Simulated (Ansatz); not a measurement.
Ansatz (a quantum-chemistry and plane-wave program) input (B3LYP-D3(BJ)/def2-TZVP):

Ansatz 0.2 input:
```yaml
crystal:
  periodic: [false, false, false]
  atoms:
    - {symbol: Si, position_ang: [0.58555087, 0.87335777, -0.18597654]}
    - {symbol: C, position_ang: [1.89792980, -0.51526384, -0.14658985]}
    - {symbol: Cl, position_ang: [1.48903339, 2.41706590, 0.91578951]}
    - {symbol: N, position_ang: [-0.88101758, 0.59017690, 0.52195374]}
    - {symbol: Si, position_ang: [-2.22691552, -0.37589528, 0.27646917]}
    - {symbol: H, position_ang: [0.70577120, 1.45581458, -1.54867900]}
    - {symbol: H, position_ang: [1.57789073, -1.33005357, -0.79199357]}
    - {symbol: H, position_ang: [2.88114527, -0.18863168, -0.47903443]}
    - {symbol: H, position_ang: [2.00478612, -0.91871062, 0.85693948]}
    - {symbol: H, position_ang: [-3.12098202, -0.24647683, 1.45045957]}
    - {symbol: H, position_ang: [-2.00032653, -1.84296032, 0.10480139]}
    - {symbol: H, position_ang: [-3.05890653, -0.03082969, -0.91379316]}
basis:
  gaussian:
    orbitals: def2-TZVP
hamiltonian:
  xc: b3lyp
  dispersion: d3bj
total_charge: -1
relax: {f_tol: 0.002, max_steps: 150}
```

End of the output:

```
0.27 GiB of the device are held for the grids
1.22 GiB of device memory are held for the factors and their scratch space
mean field: 1.05 GiB planned
mean field -30926.99033888 eV, -1136.5459318869 hartree, gradient 9.3e-6 eV, S^2 0.000000; 0 other end points of the search recorded, 0 dependent functions left out
the calculation of the forces begins
reference -30926.99066163 eV, -1136.5459437477 hartree; 33, 33 occupied and 182, 182 virtual orbitals, 1428 factors
relax step  39: F+E_penalty+E_count = -30927.54425178 eV  Δ(F+E_penalty+E_count) = -6.826e-7 eV  max|allowed force component| = 1.567e-3 eV/Å  Δτ_max = 0.0022 Å  (22 SCF iters, accepted)
integrals: 0.16 GiB planned
1428 factors; their error is unknown
0.27 GiB of the device are held for the grids
1.22 GiB of device memory are held for the factors and their scratch space
mean field: 1.05 GiB planned
mean field evaluation 288: about -30926.9106 eV, gradient 6.1e-1 eV
mean field -30926.99033888 eV, -1136.5459318869 hartree, gradient 9.2e-6 eV, S^2 0.000000; 1 other end points of the search recorded, 0 dependent functions left out
the calculation of the forces begins
reference -30926.99066163 eV, -1136.5459437477 hartree; 33, 33 occupied and 182, 182 virtual orbitals, 1428 factors
Total energy: -30927.54457452 eV, -1136.5662996711 hartree
Atom 0 at     0.622001     0.849388    -0.336571 Å, force     0.001567     0.000739     0.001315 eV/Å
Atom 1 at     1.922892    -0.517589    -0.222568 Å, force    -0.000465     0.000356     0.000104 eV/Å
Atom 2 at     1.164472     2.072209     1.388396 Å, force    -0.000779    -0.000675    -0.001004 eV/Å
Atom 3 at    -0.932240     0.407743    -0.416379 Å, force    -0.000448     0.000570     0.000601 eV/Å
Atom 4 at    -2.237998    -0.348095     0.242259 Å, force    -0.000293    -0.000834     0.000418 eV/Å
Atom 5 at     1.067960     1.758251    -1.436170 Å, force    -0.000068    -0.000100    -0.000470 eV/Å
Atom 6 at     1.845772    -1.174299    -1.093990 Å, force    -0.000138    -0.000149     0.000055 eV/Å
Atom 7 at     2.934907    -0.106449    -0.179833 Å, force     0.000080    -0.000071    -0.000191 eV/Å
Atom 8 at     1.756237    -1.121705     0.672345 Å, force     0.000234    -0.000239    -0.000012 eV/Å
Atom 9 at    -2.913908     0.365812     1.384830 Å, force     0.000437    -0.000396    -0.000674 eV/Å
Atom 10 at    -2.016819    -1.736807     0.799292 Å, force    -0.000176     0.000695    -0.000280 eV/Å
Atom 11 at    -3.359315    -0.560865    -0.741265 Å, force     0.000049     0.000104     0.000139 eV/Å
Dipole moment:     0.599625    -0.097942     0.005071 e Å
```

It need not be the lowest isomer of its formula. Whether it binds its extra electron was not tested at this geometry.
